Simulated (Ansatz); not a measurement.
A run for Ansatz (an electronic-structure program): R-CCSD(T)/def2-TZVPP on H3NSeTe (SMILES N[Te][SeH]), a point of a torsion scan. Elements past Kr take the def2 small-core potentials; no spin–orbit coupling. The run froze 24 orbitals, filled d shells among them.

Ansatz 0.2 input:
```yaml
crystal:
  periodic: [false, false, false]
  atoms:
    - {symbol: N, position_ang: [-1.15983727, 0.23081265, -0.11072784]}
    - {symbol: Te, position_ang: [0.06106236, -0.90065243, 1.07534812]}
    - {symbol: Se, position_ang: [2.05801333, -0.53912741, -0.37858690]}
    - {symbol: H, position_ang: [-1.86610178, -0.32120983, -0.57769795]}
    - {symbol: H, position_ang: [-1.63550448, 0.94205726, 0.42624634]}
    - {symbol: H, position_ang: [2.13093450, 0.89805781, -0.27773971]}
basis:
  gaussian:
    orbitals: def2-TZVPP
magnetization: {spin_polarized: false}
correlation: {method: ccsd_t, electrons: outside_noble_gas}
scf: {lower_state_search: off}
```

Output:

```
WARN ansatz: RAYON_NUM_THREADS=1 ignored (pool sized by the plan → 1); use --threads N
Functional definition: HF
these checks for a lower state are left out or cut short: stability, starts, cluster_reference, orbital_swaps, neighbouring_geometries, increment
integrals: 0.51 GiB planned
1224 factors; integrals over basis functions are off by at most 1.1e-3 eV
mean field: 0.63 GiB planned
mean field evaluation 1: about -74096.0295 eV, gradient 3.1e1 eV
mean field evaluation 2: about -74096.2462 eV, gradient 3.1e1 eV
mean field evaluation 4: about -74098.4927 eV, gradient 3.4e0 eV
mean field evaluation 8: about -74098.5445 eV, gradient 2.8e-1 eV
mean field evaluation 16: about -74098.5452 eV, gradient 1.8e-6 eV
mean field -74098.54524329 eV, -2723.0713118931 hartree, gradient 1.8e-6 eV, S^2 0.000000; 0 other end points of the search recorded, 0 dependent functions left out
24 core orbitals not correlated
reference -74098.54524329 eV, -2723.0713118931 hartree; 10, 10 occupied and 137, 137 virtual orbitals, 1224 factors
second order -13.83953312 eV of doubles, -0.00000000 eV of singles
coupled cluster: 1.14 GiB planned
cycle   1  -14.31201706 eV  change   -4.7e-1 eV  update   9.2e-2
cycle   2  -14.69238571 eV  change   -3.8e-1 eV  update   2.8e-2
cycle   3  -14.77086448 eV  change   -7.8e-2 eV  update   1.6e-2
cycle   4  -14.76474232 eV  change    6.1e-3 eV  update   5.1e-3
cycle   5  -14.76428183 eV  change    4.6e-4 eV  update   3.3e-3
cycle   6  -14.76447466 eV  change   -1.9e-4 eV  update   1.3e-3
cycle   7  -14.76416060 eV  change    3.1e-4 eV  update   5.1e-4
cycle   8  -14.76425720 eV  change   -9.7e-5 eV  update   2.0e-4
cycle   9  -14.76429088 eV  change   -3.4e-5 eV  update   8.9e-5
cycle  10  -14.76424501 eV  change    4.6e-5 eV  update   4.4e-5
cycle  11  -14.76427394 eV  change   -2.9e-5 eV  update   2.0e-5
cycle  12  -14.76427705 eV  change   -3.1e-6 eV  update   7.7e-6
perturbative correction -0.66004633 eV, -0.0242562552 hartree
Total energy: -74113.96956667 eV, -2723.6381453223 hartree
Checks for a lower state left out: stability, starts, cluster_reference, orbital_swaps, neighbouring_geometries, increment
```

The run converged.

Cost: about 50 core-seconds (a rough figure).
